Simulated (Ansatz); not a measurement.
N-butyl-N-methylpyrrolidinium iodide (C₉H₂₀IN). The state is a singlet with charge 0. Geometry PBE0-D4/def2-SVP.

```
atom   x (Å)   y (Å)   z (Å)
  C1  -1.619  -0.214  -3.892
  C2  -0.560  -0.645  -2.892
  C3  -0.732   0.012  -1.526
  C4   0.388  -0.413  -0.603
  N5   0.304   0.109   0.804
  C6   0.230   1.599   0.810
  C7   1.525  -0.333   1.571
  C8   1.136  -0.189   3.035
  C9  -0.404  -0.312   3.061
 C10  -0.816  -0.482   1.599
 H11  -2.634  -0.466  -3.542
 H12  -1.472  -0.706  -4.866
 H13  -1.587   0.874  -4.063
 H14  -0.579  -1.744  -2.776
 H15   0.444  -0.396  -3.276
 H16  -1.725  -0.248  -1.113
 H17  -0.711   1.105  -1.664
 H18   1.364  -0.046  -0.983
 H19   0.430  -1.509  -0.511
 H20   1.098   1.976   0.234
 H21   0.281   1.956   1.845
 H22  -0.719   1.910   0.359
 H23   1.688  -1.385   1.296
 H24   2.387   0.256   1.207
 H25   1.465   0.778   3.439
 H26   1.630  -0.963   3.637
 H27  -0.750  -1.171   3.652
 H28  -0.869   0.580   3.502
 H29  -1.761   0.003   1.327
 H30  -0.874  -1.543   1.315
 I31   3.445   1.607  -0.985
```

In the def2 sets I takes a core potential, while STO-3G treats all electrons; there is no spin–orbit coupling.

Task: Estimate the orbital energies around the gap (eV) in Ansatz with HF/STO-3G, PBE-D4/def2-TZVP, BLYP-D4/def2-TZVP, r2SCAN-D4/def2-TZVP, PBE0-D4/def2-TZVP.

Result: 
| orbital | HF/STO-3G | PBE-D4/def2-TZVP | BLYP-D4/def2-TZVP | r2SCAN-D4/def2-TZVP | PBE0-D4/def2-TZVP |
| --- | --- | --- | --- | --- | --- |
| HOMO−13 | -15.03 | -10.34 | -10.26 | -10.73 | -11.89 |
| HOMO−12 | -14.84 | -10.25 | -10.17 | -10.63 | -11.78 |
| HOMO−11 | -14.55 | -10.03 | -9.95 | -10.38 | -11.52 |
| HOMO−10 | -14.30 | -9.86 | -9.77 | -10.22 | -11.35 |
| HOMO−9 | -14.11 | -9.77 | -9.66 | -10.11 | -11.23 |
| HOMO−8 | -13.66 | -9.58 | -9.48 | -9.93 | -11.05 |
| HOMO−7 | -13.51 | -9.00 | -8.94 | -9.35 | -10.48 |
| HOMO−6 | -12.77 | -8.86 | -8.83 | -9.20 | -10.32 |
| HOMO−5 | -12.56 | -8.72 | -8.62 | -9.03 | -10.13 |
| HOMO−4 | -12.43 | -8.52 | -8.43 | -8.84 | -9.93 |
| HOMO−3 | -12.15 | -8.21 | -8.17 | -8.54 | -9.63 |
| HOMO−2 | -2.60 | -3.98 | -3.76 | -4.19 | -4.97 |
| HOMO−1 | -2.49 | -3.90 | -3.69 | -4.13 | -4.91 |
| HOMO | -2.48 | -3.88 | -3.67 | -4.12 | -4.89 |
| LUMO | 11.42 | -0.89 | -0.86 | -0.34 | -0.09 |
| LUMO+1 | 11.49 | -0.39 | -0.36 | 0.18 | 0.45 |
| LUMO+2 | 12.20 | -0.06 | -0.04 | 0.56 | 0.74 |
| LUMO+3 | 12.68 | 0.32 | 0.37 | 0.90 | 1.19 |
| LUMO+4 | 14.13 | 0.42 | 0.41 | 1.09 | 1.23 |
| LUMO+5 | 15.08 | 0.49 | 0.51 | 1.13 | 1.34 |
